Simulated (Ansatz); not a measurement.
Cartesian coordinates in Å:
```
C -0.159 -0.627 1.268
N 0.021 0.309 0.174
C 0.046 -0.340 -1.116
Si 0.162 1.955 0.618
Cl 0.395 2.884 -1.262
H 0.656 -1.359 1.295
H -0.172 -0.095 2.223
H -1.104 -1.172 1.166
H 0.188 0.392 -1.909
H 0.860 -1.072 -1.161
H -0.894 -0.875 -1.295
```

Total charge 0; spin multiplicity 1.

Q: List the PBE/def2-TZVPP orbital energies in eV (Ansatz). (An estimate is asked.)

A: Ansatz gave: Occupied: -2738.50, -1780.25, -381.24, -269.97, -269.77, -249.08, -189.74, -189.64, -189.60, -137.78, -94.59, -94.56, -94.42, -23.12, -19.99, -18.00, -15.94, -12.93, -11.66, -11.61, -10.63, -9.89, -9.45, -8.93, -7.95, -7.62, -6.19, -5.84. Lowest empty: -2.21, -0.33, 0.41, 0.84, 1.75, 1.88, 2.06, 2.65.
